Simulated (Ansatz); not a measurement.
The first iterations of a band of CH4BClSi (8 atoms, charge 0, multiplicity 1).

These are results of RKS PBE/def2-mTZVP (Ansatz), not measurements.

```
movable images  : 3
climbing image  : no
spring          : 5.0 eV/Å²
optimiser       : quadratic models (default)
start path      : through a guess of the saddle point
force threshold : 0.03 eV/Å
iteration limit : 60
end points      : relaxed
```

First end point:

```xyz
8
Properties=species:S:1:pos:R:3
C -0.011 1.462 -0.310
B 0.227 -0.007 0.011
Si -0.205 -1.707 0.760
Cl -0.660 -3.048 -0.817
H -0.954 1.561 -0.882
H -0.168 2.046 0.616
H 0.793 1.939 -0.890
H 0.978 -2.246 1.514
```

Last end point:

```xyz
8
Properties=species:S:1:pos:R:3
C -0.051 1.453 -0.345
B 0.176 -0.038 -0.138
Si 0.145 -1.672 0.844
Cl -1.352 -2.931 0.028
H 0.232 1.825 -1.342
H -1.120 1.688 -0.179
H 0.499 2.039 0.415
H 1.472 -2.365 0.717
```

| iteration | highest image above the first end (eV) | largest band force component (eV/Å) |
| --- | --- | --- |
| 1 | 0.753 | 3.353 |
| 2 | 0.191 | 0.831 |

Task: Does the band converge within its limit, and where does its top end?

Result: The run converged. It ended after 7 iterations with the highest image 0.017 eV above the first end. No image climbed, so the highest image needn't sit at the top of the path. So few images can step over the top or miss a turn of the path.

Run time: 30 s on 2 threads of AMD EPYC 7B13 (Zen 3) (shared host), peak memory 0.19 GiB.
